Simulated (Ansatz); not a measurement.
GeH$_{5}$N$_{2}$ (`[NH][GeH2][NH2]`) radical. The species carries charge 0 and has multiplicity 2.

```xyz
8

N    -1.7398   -0.0229   -0.3972
Ge    0.0728   -0.4146   -0.2362
N     0.7874    1.0782    0.5428
H    -2.1778   -0.7001   -1.0304
H     0.1473   -1.7161    0.6061
H     0.7937   -0.6224   -1.5822
H     0.3307    1.3487    1.4030
H     1.7857    1.0492    0.6941
```

**Question.** What are the harmonic wavenumbers in cm⁻¹ at PBE0-D4/def2-TZVP (Ansatz, finite differences of forces, unscaled)? (Best estimate.)

**Answer.** Ansatz gave: 112, 210, 255, 462, 524, 641, 657, 713, 735, 862, 899, 929, 1576, 2075, 2137, 3449, 3563, 3660.

**Question.** Is this a minimum?

**Answer.** Yes, all 18 modes are real.

**Question.** Give the ideal-gas thermochemistry at 298.15 K and 1 bar (rigid rotor, harmonic oscillator; point group C1, symmetry number 1).

**Answer.** Zero-point energy 140.3 kJ/mol; H(298) − E = 157.7 kJ/mol; entropy 315.5 J/(mol·K), of which translation 167.0, rotation 100.6, vibration 42.2, electronic 5.8; G(298) − E = 63.6 kJ/mol.

**Question.** Rotational constants (cm⁻¹)?

**Answer.** 0.4809, 0.221, 0.1624.
